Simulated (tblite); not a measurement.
Mg (SMILES [Mg+]), charge +1, doublet (GFN-xTB shapes and energies of metal compounds can be far from the true ones); tblite with IPEA1-xTB.

Input for tblite:
```
$ tblite run mol.xyz --method ipea1 --charge 1 --spin 1 --json tblite.json --no-restart

# file mol.xyz
1

Mg     0.00000000     0.00000000     0.00000000
```

The log (banner, timings and long lists left out):

```
xTB calculator
 | screened Coulomb repulsion
 | Coulomb electrostatics
 |  * isotropic Klopman-Ohno-Mataga-Nishimoto electrostatics
 |  * onsite third-order electrostatics
 | DFT-D3(BJ) dispersion correction

halogen bonding energy    0.0000000000000E+00 Eh
repulsion energy          0.0000000000000E+00 Eh
dispersion energy         0.0000000000000E+00 Eh
number of electrons       1.0000000000000E+00 e
integral cutoff           4.0000000000000E+01 bohr

------------------------------------------------------------
  cycle        total energy    energy error   density error
------------------------------------------------------------
      1    -0.1858943681438  -1.8589437E-01   1.5700925E-16
      2    -0.1858943681438   0.0000000E+00   7.8504623E-17
------------------------------------------------------------

electronic energy        -1.8589436814375E-01 Eh
total energy             -1.8589436814375E-01 Eh

Post processing:
 | Mayer-Wiberg bond orders

[Info] JSON dump of results written to 'tblite.json'
```
